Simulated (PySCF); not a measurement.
# Electric field gradients and quadrupole coupling constants

Species: C₄H₇FOSi.
Z-matrix (Å and degrees, GFN2-xTB geometry), rows numbered from 1:
```
O 
C   1  1.2139
C   2  1.4763  1  122.47
C   3  1.3269  2  120.49  1    -0.09
F   4  1.3309  3  122.56  2  -179.98
C   2  1.4922  1  120.92  3  -179.99
Si  6  1.9112  2  107.04  1    -0.13
H   3  1.0793  2  118.46  1   179.94
H   4  1.0815  3  124.34  2    -0.01
H   6  1.0911  2  109.12  1  -122.42
H   6  1.0912  2  109.10  1   122.13
H   7  1.4581  6  108.98  2    61.87
H   7  1.4581  6  108.96  2   -61.87
H   7  1.4681  6  106.19  2  -180.00
```

Field gradients from the PBE0/pcSseg-1 density (PySCF, non-relativistic), principal values in atomic units, ordered |Vxx| ≤ |Vyy| ≤ |Vzz|:

| atom | Vxx | Vyy | Vzz |
| --- | --- | --- | --- |
| O1 | 0.5820 | 1.2650 | -1.8470 |

**Question.** Find the asymmetry η = (Vxx − Vyy)/Vzz and the couplings χ = eQV/h (234.96 MHz × Q in barn × V in au), with Q(17O) = −0.0256 b.

**Answer.** 
| atom | environment | nucleus | η | χzz (MHz) | χxx (MHz) | χyy (MHz) |
| --- | --- | --- | --- | --- | --- | --- |
| O1 | ketone oxygen | 17O | 0.37 | 11.11 | -3.50 | -7.61 |

**Question.** What is Vzz at O1 in SI units (1 au = 9.71736 × 10²¹ V/m²)?

**Answer.** -1.8470 au = -17.948 × 10²¹ V/m².

**Question.** What couplings would deuterons (Q(2H) = 0.00286 b) have in place of the hydrogens, at this geometry?

**Answer.** 
| atom | bonded to | bond length (Å) | Vzz (au) | η | χzz (kHz) |
| --- | --- | --- | --- | --- | --- |
| H8 | C3 | 1.079 | 0.3279 | 0.09 | 220 |
| H9 | C4 | 1.081 | 0.3095 | 0.06 | 208 |
| H10 | C6 | 1.091 | 0.3120 | 0.03 | 210 |
| H11 | C6 | 1.091 | 0.3120 | 0.03 | 210 |
| H12 | Si7 | 1.458 | 0.1675 | 0.04 | 113 |
| H13 | Si7 | 1.458 | 0.1674 | 0.04 | 113 |
| H14 | Si7 | 1.468 | 0.1597 | 0.01 | 107 |

The structure is a single GFN2-xTB conformer in the gas phase; no vibrational or solvent corrections. GFN2-xTB bond lengths can be off by several hundredths of an ångström, more for odd bonds, and the gradients follow them. With a basis this small, the couplings can be 20 % off.
